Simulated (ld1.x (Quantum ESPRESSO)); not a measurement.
## scandium: one change to an ultrasoft potential, before and after

scandium (Sc), ultrasoft, made with ld1.x (Quantum ESPRESSO) 7.5 (LDA (PZ), scalar-relativistic). Core [Ar], reference 3d1 4s2 4p0. Waves: 4s (bound): rcut 3.10, rcutus 3.30 bohr; 4s channel at 0.4 Ry: rcut 3.10, rcutus 3.30 bohr; 4p (bound, empty): rcut 3.05, rcutus 3.80 bohr; 4p channel at 0.95 Ry: rcut 3.05, rcutus 3.80 bohr; 3d (bound): rcut 2.50, rcutus 2.90 bohr; 3d channel at 0.15 Ry: rcut 2.50, rcutus 2.90 bohr. Local part: all-electron potential smoothed inside 2.60 bohr (lloc = -2). Core correction: a·sin(br)/r model core inside 2.70 bohr. Augmentation charge: PSQ, inside the norm-conserving radii.

All-electron outer shells of the reference configuration (LDA (PZ), scalar-relativistic, ld1.x):

```tsv
shell	level (eV)	outermost node (bohr)	outermost maximum (bohr)
3s	-54.71	0.42	0.92
3p	-33.56	0.39	0.97
4s	-4.30	1.33	3.06
3d	-3.42	–	1.10
4p	-1.52	1.49	4.03
```

Change: waves 3d (bound): rcut 2.36, rcutus 2.50 bohr; 3d channel at 0.15 Ry: rcut 2.36, rcutus 2.50 bohr.

Cutoffs: the cutoffs (Ry, on a coarse ladder) from which the occupation-weighted sum of valence levels, in a spherical-Bessel basis at the reference potential, stays within 10 and 1 mRy of its value at 400 Ry; they do not see the model core or the augmentation charge, which bear on the density cutoff. Errors are all-electron minus pseudo energies relative to the spin-unpolarised reference configuration.

Question: Predict the effect on cutoff, ghosts and configuration errors.

Answer: The potential gets harder (8 Ry and 12 Ry → 12 Ry and 18 Ry); the number of tests that count goes from 8 to 4 (the test run of the changed file stopped, so its transferability is not established); of the 4 tests that both files solve, the error grows in 1 and shrinks in 0 by more than 15 % and 0.3 meV (median size 1.0 → 1.1 meV); neither file shows a bound ghost at the reference potential, the only one tested. A smaller radius makes the pseudo-wave follow the all-electron one further in, where it bends more sharply, so more plane waves are needed.

```tsv
quantity	base	changed
cutoff, loose	8 Ry	12 Ry
cutoff, tight	12 Ry	18 Ry
loose cutoff by channel (10 mRy a level)	s 6 Ry, d 8 Ry	s 6 Ry, d 12 Ry
bound ghosts	none	none
tests counted (converged, no solver errors)	8 of 9	4 of 9 (the test run stopped)
error for 3d1 4s1 4p0, meV [ΔE 7.07 eV]	-1.6	-1.7
error for 3d1 4s0 4p0, meV [ΔE 20.03 eV]	-2.3	-4.0
error for 3d1 4s1.5 4p0, meV [ΔE 2.82 eV]	-0.5	-0.5
error for 3d1 4s1 4p1, meV [ΔE 2.84 eV]	+0.4	+0.3
s: phases at 4.10 bohr within 0.05 rad from the reference energy up to (Ry; the scan ends near 5)	1.4	1.4
p: phases at 4.10 bohr within 0.05 rad from the reference energy up to (Ry; the scan ends near 5)	1.8	1.8
d: phases at 4.10 bohr within 0.05 rad from the reference energy up to (Ry; the scan ends near 5)	2.5	2.6
lowest overlap eigenvalue by channel	s 0.42, p 0.63, d 0.50	s 0.42, p 0.63, d 1.00
```

Base: Tests not counted: 3d2 4s1 4p0 (solver errors, printed error -36.8 eV).
